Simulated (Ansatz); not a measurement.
C6H7 (SMILES [CH]1C=CC=CC1), doublet, geometry from GFN2-xTB; BLYP/6-31G** run with Ansatz (a program for electronic structure).

Here is a job for Ansatz.
Ansatz 0.2 input:
```yaml
crystal:
  periodic: [false, false, false]
  atoms:
    - {symbol: C, position_ang: [-0.77965150, -1.14686069, 0.06252894]}
    - {symbol: C, position_ang: [0.55910388, -1.28478755, 0.22490801]}
    - {symbol: C, position_ang: [1.42146257, -0.17813739, 0.17646734]}
    - {symbol: C, position_ang: [0.89181655, 1.10295851, -0.04478363]}
    - {symbol: C, position_ang: [-0.43876408, 1.29955227, -0.21378903]}
    - {symbol: C, position_ang: [-1.41884640, 0.17780953, -0.17614256]}
    - {symbol: H, position_ang: [-1.43528825, -2.00437918, 0.10142508]}
    - {symbol: H, position_ang: [0.97980506, -2.26619433, 0.39601814]}
    - {symbol: H, position_ang: [2.48296095, -0.31116414, 0.30824696]}
    - {symbol: H, position_ang: [1.56688494, 1.94704368, -0.07985955]}
    - {symbol: H, position_ang: [-0.83702122, 2.28914452, -0.38352073]}
    - {symbol: H, position_ang: [-2.17699713, 0.37125471, 0.60123268]}
    - {symbol: H, position_ang: [-1.99107050, 0.15108664, -1.11867706]}
basis:
  gaussian:
    orbitals: 6-31G__.json
hamiltonian:
  xc: blyp
magnetization: {spin_polarized: true, initial_magnetization: 1}
```
The basis file holds 6-31G** in the JSON format of the Basis Set Exchange.

Write the output that Ansatz gives for this input, abridged.


```
Functional definition: BLYP
1360 factors; their error is unknown
mean field evaluation 1: about -6320.6521 eV, gradient 4.5e1 eV
mean field evaluation 2: about -6309.6163 eV, gradient 6.5e1 eV
mean field evaluation 4: about -6331.4028 eV, gradient 5.7e0 eV
mean field evaluation 8: about -6331.5835 eV, gradient 2.0e-1 eV
mean field evaluation 16: about -6331.4602 eV, gradient 3.2e-3 eV
mean field -6331.46024813 eV, -232.6768725010 hartree, gradient 3.4e-5 eV, S^2 0.765480; 0 other end points of the search recorded, 0 dependent functions left out
reference -6331.46054358 eV, -232.6768833585 hartree; 22, 21 occupied and 103, 104 virtual orbitals, 1360 factors
Total energy: -6331.46054358 eV, -232.6768833585 hartree
```
